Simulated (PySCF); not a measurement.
**Energy of Ta²⁺ (tantalum, charge +2) between two integer charges**

The 5d alpha orbital of [Xe] 4f14 5d3 is emptied in steps (occupation f), with all orbitals relaxed, ending at [Xe] 4f14 5d2. Computed with PySCF 2.14 in def2-TZVP with the def2 core potential (60 electrons) (6s4p3d1f, 40 functions), with scalar relativity through the core potential. The exact energy is a straight line in f; departures are measured from the line between the end points of the same method.

| f | BHandHLYP (eV) | wB97X (eV) | HSE06 (eV) |
| --- | --- | --- | --- |
| 1 | 0.000 | 0.000 | 0.000 |
| 0.9 | -0.212 | -0.106 | -0.372 |
| 0.7 | -0.496 | -0.245 | -0.870 |
| 0.5 | -0.592 | -0.289 | -1.037 |
| 0.3 | -0.499 | -0.238 | -0.872 |
| 0.1 | -0.215 | -0.100 | -0.374 |
| 0 | 0.000 | 0.000 | 0.000 |

**Question.** For wB97X, how does the orbital energy at f = 1 compare with the removal energy?

**Answer.** −ε = 22.712 eV against a total-energy difference of 23.888 eV. By Janak's theorem ε = ∂E/∂f, so the gap between them reflects the curvature. Along the path −ε is 22.950 (f = 0.9), 23.431 (f = 0.7), 23.908 (f = 0.5), 24.366 (f = 0.3), 24.785 (f = 0.1) eV.

```csv
method,E(f=0) − E(f=1) (eV),−ε at f=1 (eV),−ε at f=0.5 (eV)
BHandHLYP,24.120,21.768,24.111
wB97X,23.888,22.712,23.908
HSE06,24.364,20.235,24.357
```

Reference removal energy between the ground levels: 23.1 ± 1.6 eV (theoretical estimate listed by NIST; NIST Atomic Spectra Database, ionization energies). The calculation has no spin-orbit coupling. The determinant left behind need not be the lowest term of the ion.
